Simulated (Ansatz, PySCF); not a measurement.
S (SMILES [S]), triplet. Base run: CCSD(T)/cc-pVDZ (PySCF).

Here is a job for PySCF.
```python
from pyscf import gto, scf, cc

mol = gto.Mole()
mol.atom = '''
    S     0.000000    0.000000    0.000000
'''
mol.basis = 'cc-pvdz'
mol.charge = 0
mol.spin = 2
mol.verbose = 4
mol.build()

mf = scf.UHF(mol)
mf.kernel()

mycc = cc.CCSD(mf)
mycc.kernel()
et = mycc.ccsd_t()
print('E(CCSD(T)) = %.10f' % (mycc.e_tot + et))
```

The same geometry, method and basis name were run in Ansatz (a program for electronic structure) and PySCF, at each program's defaults and at the settings that a row names. The base is PySCF at its defaults. Differences at the defaults can come from grids, fitting, cores and function types together.

| code and settings | ΔE vs base (µEh) | basis functions | E (Eh) | SCF cycles |
|---|---|---|---|---|
| PySCF, defaults (exact integrals, spherical functions, all electrons correlated) | 0.0 | 18 | -397.60606 | 8 |
| Ansatz, defaults (factorised integrals, spherical functions, frozen core) | 5512 | 18 | -397.60055 | - |
| PySCF, frozen core | 5512 | 18 | -397.60055 | 8 |
| Ansatz, high accuracy, frozen core | 5512 | 18 | -397.60055 | - |

Open shells are given as the SCF converged; they aren't shown to be the lowest states, and a large step between rows can be another state.
